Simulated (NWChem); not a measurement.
## Atomisation of OPb

```
Pb
O 1 1.9439
```
Charge 0, spin multiplicity 1.

All runs are NWChem calculations. All single points use one geometry, from B3LYP/def2-SVP with def2 effective core potentials on Pb, a minimum by its harmonic frequencies.

Basis set: def2-TZVP. The atomisation energy is electronic alone: no zero-point, thermal, spin-orbit or counterpoise terms. No value is extrapolated to the basis-set limit. Free atoms are single determinants with multiplicities Pb 3, O 3. Correlated methods freeze the same cores in atoms and molecule, 5 orbitals in all.

Effective core potentials replace the inner electrons of Pb; spin-orbit coupling is left out. B3LYP has NWChem's definition, with VWN1-RPA local correlation. The structure started from a generated list of species. No SCF solution was tested for a lower state. Open-shell Hartree-Fock references start from PBE0 orbitals. No row is a measurement; the coupled-cluster row has its own basis-set and correlation limits.

```tsv
method	atomisation energy (kcal/mol)
HF	17.3
BHandHLYP	87.8
B3LYP	112.9
PBE0	?
PBE	129.0
r2SCAN	114.6
MP2	?
CCSD(T)	111.4
LC-wPBE (omega 0.3 per bohr)	113.3
```

Problem. Complete the blanks.

Solution. 
- PBE0, atomisation energy (kcal/mol): 107.1
- MP2, atomisation energy (kcal/mol): 126.5
